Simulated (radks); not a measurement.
Results of a calculation; reference values are marked as such.
All-electron atom: Re3+ in [Kr] 4d10 4f14 5s2 5p5 5d4 6d1 (not the ground configuration).

Level of theory: Dirac Kohn-Sham, PBE, spin-unpolarised, spherical densities, point nucleus; open shells fill j = l - 1/2 first (a radial shooting solver on a logarithmic mesh with Libxc functionals).

Energy parts (eV):
| part | energy |
|---|---|
| total | -454800.67 |
| kinetic | 514473.41 |
| electron-nucleus | -1135179.77 |
| Hartree | 174928.78 |
| exchange-correlation | -9023.09 |

Orbitals (lengths in bohr, moments of r in powers of bohr; <r^-3> diverges for s and p1/2; r(90%) holds 90 % of the orbital's charge):
orbital  occ.  eigenvalue (eV)  <r^-3>      <r>       <r^4>  r(90%)
1s1/2       2        -71603.69       -  0.01803   5.455e-07  0.0329
2s1/2       2        -12438.55       -  0.07557  0.00008119   0.118
2p1/2       2        -11902.10       -  0.06246  0.00004880   0.104
2p3/2       4        -10462.19   17110  0.07054  0.00007195   0.115
3s1/2       2        -2909.911       -   0.1969    0.002990   0.290
3p1/2       2        -2670.809       -   0.1870    0.002634   0.281
3p3/2       4        -2358.096    3891   0.2019    0.003510   0.302
3d3/2       4        -1957.239   674.2   0.1765    0.002372   0.275
3d5/2       6        -1889.369   570.6   0.1811    0.002588   0.281
4s1/2       2        -638.5672       -   0.4404     0.06973   0.633
4p1/2       2        -538.8582       -   0.4450     0.07588   0.647
4p3/2       4        -465.9154   908.6   0.4784      0.1010   0.695
4d3/2       4        -302.3957   138.6   0.4933      0.1279   0.739
4d5/2       6        -288.9173   114.8   0.5046      0.1399   0.756
5s1/2       2        -123.5239       -    1.027       2.031    1.47
5p1/2       2         -92.9510       -    1.117       2.963    1.62
4f5/2       6         -83.0208   21.67   0.5729      0.3662   0.940
5p3/2       3         -81.4669   141.5    1.208       4.051    1.75
4f7/2       8         -80.4969   20.64   0.5814      0.3903   0.955
5d3/2       4         -40.3383   13.20    1.573       13.18    2.36
5d5/2       0         -39.0813   10.82    1.612       14.52    2.42
6s1/2       0         -33.3892       -    2.431       62.26    3.47
6p1/2       0         -26.0104       -    2.802       111.1    4.02
6p3/2       0         -24.1953   22.76    2.996       143.2    4.28
6d3/2       1         -15.2039   2.170    4.078       486.2    5.80
6d5/2       0         -14.9937   1.838    4.134       512.6    5.87

The highest occupied level is 6d3/2 at -15.204 eV. The configuration is held as typed, so some empty levels lie below it. Summed over all electrons, <r^2> = 51.45 bohr^2, which gives a Langevin (diamagnetic) susceptibility term of -40.7 x 10^-6 cm^3/mol.
